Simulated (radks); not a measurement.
Results of a calculation; reference values are marked as such.
Correlation energies from several functionals, in hartree. Species: Zn [Ar] 3d10 4s2; Bi [Hg] 6p3; Re2+ [Xe] 4f14 5d5; Xe [Xe]; B+ [He] 2s2. Code: a radial shooting solver on a logarithmic mesh with Libxc functionals. Model: non-relativistic Kohn-Sham, PBE, spin-polarised, spherical densities, point nucleus. Every spin shell is full or empty, so the densities are truly spherical. Functionals are evaluated on that one density, not self-consistently.

functional       Zn       Bi     Re2+       Xe         B+
PW92        -2.6529  -8.6277  -7.5885  -5.1784   -0.25217
PZ          -2.6488  -8.6340  -7.5879  -5.1791   -0.25197
Chachiyo    -2.6119  -8.5332  -7.5005  -5.1111   -0.24653
PBEsol      -1.6077  -5.6973  -4.9693  -3.2957   -0.11270
LYP         -1.4303  -4.4765  -3.9382  -2.7456   -0.10693
PW91        -1.5212  -5.4605  -4.7642  -3.1476   -0.10277
OP (B88)    -1.3753  -4.3855  -3.8546  -2.6664   -0.11254
TPSS        -1.4054  -5.0872  -4.4299  -2.9189  -0.093528
revTPSS     -1.4296  -5.1309  -4.4661  -2.9544  -0.098799
r2SCAN      -1.4339  -5.1400  -4.4892  -2.9247  -0.091379
